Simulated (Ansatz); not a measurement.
Calculated with Ansatz (gas phase, PBE0-D4/def2-TZVP geometries, no zero-point term in ΔE). CCSD(T)/CBS is the MP2 limit (def2-TZVPP, def2-QZVPP) plus CCSD(T) − MP2 in def2-TZVPP, frozen cores. DFT in def2-TZVPP. B3LYP here is the variant with VWN-RPA as its local correlation; programs differ in this. One conformer a species, not always the lowest.

`B[SiH](F)OC` + `N=CC[SiH2][SiH3]` → `B[SiH](F)CC=N` + `CO[SiH2][SiH3]`  (redistribution)

| level | ΔE (kcal/mol) | difference from CCSD(T)/CBS |
| --- | --- | --- |
| PBE-D4 | 4.3 | -0.5 |
| r2SCAN-D4 | 4.2 | -0.6 |
| PBE0-D4 | 4.5 | -0.3 |
| B3LYP-D4 | 4.3 | -0.5 |
| ωB97X-V | 4.4 | -0.4 |
| ωB97M-V | 4.5 | -0.3 |
| B2PLYP | 4.1 | -0.7 |
| PBE | 3.8 | -1.0 |
| r2SCAN | 4.1 | -0.7 |
| PBE0 | 4.0 | -0.8 |
| B3LYP | 3.5 | -1.3 |
| HF/def2-TZVPP | 3.5 | -1.3 |
| MP2/def2-TZVPP | 5.1 | 0.3 |
| SCS-MP2/def2-TZVPP | 4.7 | -0.1 |
| CCSD/def2-TZVPP | 4.7 | -0.1 |
| CCSD(T)/def2-TZVPP | 5.0 | 0.2 |
| HF/def2-QZVPP | 3.5 | -1.3 |
| MP2/def2-QZVPP | 5.0 | 0.2 |
| SCS-MP2/def2-QZVPP | 4.6 | -0.2 |
| HF/CBS(def2) | 3.5 | -1.3 |
| MP2/CBS(def2) | 4.9 | 0.1 |
| CCSD/CBS(def2) | 4.5 | -0.3 |
| CCSD(T)/CBS | 4.8 | 0 |

Largest T1 diagnostic among the species: 0.013.

In def2-TZVPP, CCSD(T) changes the Hartree–Fock value by +1.4 kcal/mol (the triples alone add +0.3 kcal/mol) and MP2 by +1.6 kcal/mol. The D4 term adds +0.8 kcal/mol with B3LYP and +0.5 kcal/mol with PBE0; it sums over pairs of atoms, weighted by their polarisabilities, and B3LYP, whose exchange is more repulsive, gets the larger term.
